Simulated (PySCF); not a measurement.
Spinor energies of Sn (tin, neutral)

Start: [Kr] 4d10 5s2 5p1 6s1; 5p3/2 filled at m_j = +3/2; 6s1/2 filled at m_j = +1/2. Calculated with PySCF 2.14 in x2c-TZVPall-2c with one added diffuse shell each of s, p, d, f type (9s10p6d3f, 90 functions): generalised Hartree-Fock with the X2C-1e Hamiltonian and a Gaussian nucleus; one run each with spin-orbit coupling (SO) switched off, then screened by Boettger's factors. This is a chosen level, not necessarily the ground level.

```tsv
spinor shell	electrons	ε, spin-free (eV)	ε, screened SO (eV)	weight of nominal j (screened SO)	rms radius, screened SO (bohr)
1s1/2	2	-29350.5	-29347.8	1.000	0.0333
2s1/2	2	-4526.7	-4526.0	1.000	0.136
2p1/2	2	-4056.9	-4217.0	1.000	0.118
2p3/2	4	-4056.9	-3984.0	1.000	0.123
3s1/2	2	-916.11	-916.01	1.000	0.361
3p1/2	2	-758.79	-789.01	1.000	0.354
3p3/2	4	-758.79	-745.06	1.000	0.366
3d3/2	4	-517.27	-522.58	1.000	0.340
3d5/2	6	-517.27	-513.70	1.000	0.343
4s1/2	2	-163.35	-163.40	1.000	0.874
4p1/2	2	-113.40	-118.92	1.000	0.931
4p3/2	4	-113.40	-111.00	1.000	0.960
4d3/2	4	-38.876	-39.626	0.995	1.17
4d5/2	6	-38.876	-38.504	0.997	1.19
5s1/2	2	-16.293	-16.338	0.999	2.53
5p3/2	1	-9.286	-9.125	1.000	3.35
6s1/2	1	-2.536	-2.551	0.999	6.37
```

```json
{"quantity": "E (hartree)", "spin-free": "-6172.88609", "screened SO": "-6174.34193"}
{"quantity": "M_J", "spin-free": "2", "screened SO": "2"}
{"quantity": "⟨J²⟩", "spin-free": "6.014", "screened SO": "6.013"}
{"quantity": "⟨L²⟩", "spin-free": "2.012", "screened SO": "2.028"}
{"quantity": "⟨S²⟩", "spin-free": "2.003", "screened SO": "2.020"}
```

Each row is a mean over spinors that exchange with the open shell spreads, by up to 2.116 eV (5s1/2).

Breit and QED terms are absent; they matter most for the inner s and p1/2 levels.

Densities and radii are taken from the X2C orbitals without a picture-change correction, which distorts them close to the nucleus.

Without spin-orbit coupling the j labels of p, d and f shells carry no meaning; the spin-free column gives the mean over the occupied spinors of each nl shell.
